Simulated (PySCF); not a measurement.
**Working out the ionisation energy of Zn**

Zn [Ar] 3d10 4s2 (1S) → Zn⁺ [Ar] 3d10 4s1 (2S). Calculation: PySCF 2.14, in def2-TZVP; the non-relativistic Hamiltonian (point nucleus). Frozen: [Ar]. Energies in hartree (1 hartree = 27.21139 eV):

```json
{"part": "UHF", "Zn (lower)": "-1777.807066", "Zn⁺ (upper)": "-1777.526441"}
{"part": "CCSD correlation", "Zn (lower)": "-0.375261", "Zn⁺ (upper)": "-0.330082"}
{"part": "(T)", "Zn (lower)": "-0.008938", "Zn⁺ (upper)": "-0.005670"}
```

Q: What does Hartree-Fock give?

A: (-1777.526441) − (-1777.807066) = 0.280625 hartree = 7.636 eV.

Q: What do CCSD and CCSD(T) give?

A: The CCSD correlation energies differ by 0.045179 hartree = 1.229 eV and the triples by 0.003268 hartree = 0.089 eV, so CCSD gives 8.865 eV and CCSD(T) 8.954 eV.

Measured between the centres of the two terms (NIST): 9.394 eV, so CCSD(T) (valence) is off by -0.440 eV.

The calculation is non-relativistic.

What remains against the reference includes basis incompleteness, the frozen core and higher excitations.
